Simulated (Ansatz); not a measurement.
Basis-set extrapolation for C$_{3}$H$_{9}$ClSi (`CCC[SiH2]Cl`) (PBE0-D4/def2-TZVP geometry, frozen core, Ansatz 0.2.0). Multiplicity 1, RHF reference.

```json
{"": "HF", "def2-TZVPP": "-867.407569", "def2-QZVPP": "-867.435135"}
{"": "MP2 correlation", "def2-TZVPP": "-0.844813", "def2-QZVPP": "-0.907129"}
{"": "CCSD(T) correlation", "def2-TZVPP": "-0.947626", "def2-QZVPP": "not run"}
```

Energies in hartree. Use E(X) = E(∞) + A·exp(−7.88·√X) for Hartree–Fock and E(X) = E(∞) + B·X^(−2.97) for correlation, with X = 3 and 4, and add CCSD(T) minus MP2 of the smaller set to the MP2 limit.

What is the CCSD(T) energy at the basis-set limit?

HF limit: -867.435135 + (-0.027566) × 0.13774 = -867.43893. MP2 limit: -0.907129 + (-0.062316) × 0.74074 = -0.95329. Higher-order term: -0.947626 − (-0.844813) = -0.10281. Total: -868.49503 hartree, 367.1 kJ/mol below CCSD(T)/def2-TZVPP.
